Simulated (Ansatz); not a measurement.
Consider the ligand exchange at the Al–C bond: `[CH3][Al]([CH3])[CH2]O` + HI → `[CH3][Al]([I])[CH2]O` + CH₄.

Gas-phase electronic energies from Ansatz, PBE0-D4/def2-TZVP geometries. CCSD(T)/CBS is the MP2 limit (def2-TZVPP, def2-QZVPP) plus CCSD(T) − MP2 in def2-TZVPP, frozen cores. This one scheme is used for every species. Functionals use def2-TZVPP. B3LYP here is the variant with VWN-RPA as its local correlation; programs differ in this. def2 core potentials past Kr. For I outer-core shells are correlated without core-valence functions, which leaves a few kJ/mol of doubt a bond. Each species was taken in one conformer, which may not be the lowest.

| level | ΔE (kJ/mol) | difference from CCSD(T)/CBS |
| --- | --- | --- |
| PBE-D4 | -170.5 | 6.7 |
| r2SCAN-D4 | -176.1 | 1.1 |
| PBE0-D4 | -175.5 | 1.7 |
| B3LYP-D4 | -172.5 | 4.7 |
| ωB97X-V | -171.3 | 5.9 |
| ωB97M-V | -170.6 | 6.6 |
| B2PLYP | -174.9 | 2.3 |
| PBE | -169.5 | 7.7 |
| r2SCAN | -176.1 | 1.1 |
| PBE0 | -174.4 | 2.8 |
| B3LYP | -170.7 | 6.5 |
| HF/def2-TZVPP | -187.7 | -10.5 |
| MP2/def2-TZVPP | -181.9 | -4.7 |
| SCS-MP2/def2-TZVPP | -178.4 | -1.2 |
| CCSD/def2-TZVPP | -172.0 | 5.2 |
| CCSD(T)/def2-TZVPP | -171.8 | 5.4 |
| HF/def2-QZVPP | -186.4 | -9.2 |
| MP2/def2-QZVPP | -184.5 | -7.3 |
| SCS-MP2/def2-QZVPP | -180.9 | -3.7 |
| HF/CBS(def2) | -186.2 | -9.0 |
| MP2/CBS(def2) | -187.2 | -10.0 |
| CCSD/CBS(def2) | -177.3 | -0.1 |
| CCSD(T)/CBS | -177.2 | 0 |

Largest T1 diagnostic among the species: 0.010.

From PBE to PBE0 (25 % exact exchange), in def2-TZVPP and without D4, ΔE moves by −4.9 kJ/mol. In def2-TZVPP, CCSD(T) changes the Hartree–Fock value by +15.9 kJ/mol (the triples alone add +0.2 kJ/mol) and MP2 by +5.8 kJ/mol.
